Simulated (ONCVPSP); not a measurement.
## Before and after: ONCV potential for B (Z = 5)

boron, optimised norm-conserving Vanderbilt (ONCV), made with ONCVPSP 4.0.1 (PBE, scalar-relativistic). Core [He], reference 2s1 (charge +2). Waves: 2s: rc 1.15 bohr, ncon 3, nbas 7, qcut 5 1/bohr, 2 projectors, debl 2 Ha; p scattering state at 0.05 Ha: rc 0.90 bohr, ncon 5, nbas 8, qcut 10.5 1/bohr, 2 projectors, debl 1.2 Ha; d scattering state at 0.37 Ha: rc 0.90 bohr, ncon 3, nbas 6, qcut 11.6 1/bohr, local. Local part: the d channel. Core correction: none.

Change: s: rc 1.56.

Cutoffs: the cutoffs (Ha) at which the residual kinetic energy of the hardest occupied pseudo-wave falls to 1 and 0.1 mHa per electron; they do not see the model core or the augmentation charge, which bear on the density cutoff. Errors are all-electron minus pseudo energies relative to the spin-unpolarised reference configuration.

How do hardness, ghosts and transferability respond?

The potential gets softer (13 Ha and 51 Ha → 10 Ha and 16 Ha); of the 4 tests that both files solve, the error grows in 0 and shrinks in 2 by more than 15 % and 0.3 meV (median size 105.3 → 89.5 meV); neither file shows a bound ghost. A larger radius leaves more room for a smooth pseudo-wave, so fewer plane waves are needed.

```csv
quantity,base,changed
"cutoff, loose",13 Ha,10 Ha
"cutoff, tight",51 Ha,16 Ha
bound ghosts,none,none
GHOST(+) flags under 300 eV,none,none
"error for 2s2 2p1, meV [ΔE -33.64 eV]",+125,+107
"error for 2s2, meV [ΔE -25.42 eV]",+30,+21
"error for 2s2 2p0.5, meV [ΔE -30.75 eV]",+86,+72
"error for 2s1 2p1, meV [ΔE -19.28 eV]",+131,+118
p: phases at 0.91 bohr within 0.05 rad from the reference energy up to (Ha; the scan ends near 5),to the end of the scan,to the end of the scan
d: phases at 0.91 bohr within 0.05 rad from the reference energy up to (Ha; the scan ends near 5),to the end of the scan,to the end of the scan
```
